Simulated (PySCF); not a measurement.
## Spin-orbit coupling and the second ionisation energy along the third row

Two-component X2C-1e calculated with PySCF 2.14: MP2 on generalised Hartree-Fock spinors (GMP2), with spin-orbit coupling off and on (screened by Boettger's factors); no Breit or QED terms. Values in eV; the references (NIST) lie between the lowest levels. Elements whose determinants are no pure J levels are left out.

```csv
element,configurations,spin-free,with spin-orbit,shift,reference
"Mg (x2c-TZVPall-2c, [Ne] frozen)",[Ne] 3s1 → [Ne],14.734,14.734,0.000,15.035
"Al (x2c-TZVPall-2c, [Ne] frozen)",[Ne] 3s2 → [Ne] 3s1,18.297,18.297,0.000,18.829
"Si (x2c-TZVPall-2c, [Ne] frozen)",[Ne] 3s2 3p1 → [Ne] 3s2,16.060,16.083,0.023,16.346
"Cl (x2c-TZVPall-2c, [Ne] frozen)",[Ne] 3s2 3p4 → [Ne] 3s2 3p3,23.338,23.382,0.044,23.814
"Ar (x2c-TZVPall-2c, [Ne] frozen)",[Ne] 3s2 3p5 → [Ne] 3s2 3p4,27.329,27.317,-0.012,27.630
```

What remains against the references is mostly the basis and correlation beyond MP2.
